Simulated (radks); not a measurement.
Spherical jellium clusters: N electrons in a uniform positive sphere of charge N and radius rs N^(1/3), rs = 5.06 bohr. Method: non-relativistic Kohn-Sham, LDA (Slater exchange, Perdew-Wang correlation), spin-polarised, spherical densities; computed with a radial shooting solver with Libxc functionals. Levels are named by radial order and angular momentum (1s, 1p, 1d, 2s, ...), and open shells are averaged over m.

N = 12, configuration 1s2 1p6 1d(up 4, down 0). This is the lowest configuration that the search found. Occupied and some empty levels:

level,occupation,eigenvalue (eV),<r> (bohr)
1s up,1,-3.8209,7.537
1s down,1,-3.5660,7.203
1p up,3,-3.2019,8.762
1p down,3,-2.8872,8.699
1d up,4,-2.3907,9.732
1d down,0,-2.0644,9.827
2s up,0,-1.9034,8.334
2s down,0,-1.7545,8.558
1f up,0,-1.4474,10.69
1f down,0,-1.1407,10.94
2p up,0,-0.97312,10.84
2p down,0,-0.82046,11.18

Energy (eV): total -21.1478, kinetic 14.272, external -402.13, Hartree 199.67, exchange-correlation -35.911, background 202.95.
